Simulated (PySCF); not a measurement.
How methods differ on the ionisation energy of Hg(2+)

Hg(2+) [Xe] 4f14 5d10 (1S) → Hg(3+) [Xe] 4f14 5d9 (2D), as a difference of total energies. Calculation: PySCF 2.14, in aug-cc-pVTZ-PP with ECP60MDF; scalar relativity through the core potential. Correlated levels: valence: 5s2 5p6 frozen. The calculations carry no spin-orbit coupling.

```
           method  ionisation energy (eV)
              UHF                  33.517
    MP2 (valence)                  35.371
SCS-MP2 (valence)                  35.196
   CCSD (valence)                  35.055
CCSD(T) (valence)                  35.142
```

Problem. How much does correlation contribute at CCSD(T) (valence)?

Solution. 35.142 − (33.517) = 1.625 eV, measured against UHF.

The reference lies between the lowest fine-structure levels, while these numbers refer to the centres of the terms.

Errors of the correlated levels include the incompleteness of this basis and the frozen core.

For comparison: 34.49 ± 0.05 eV (measured; NIST Atomic Spectra Database, ionization energies).
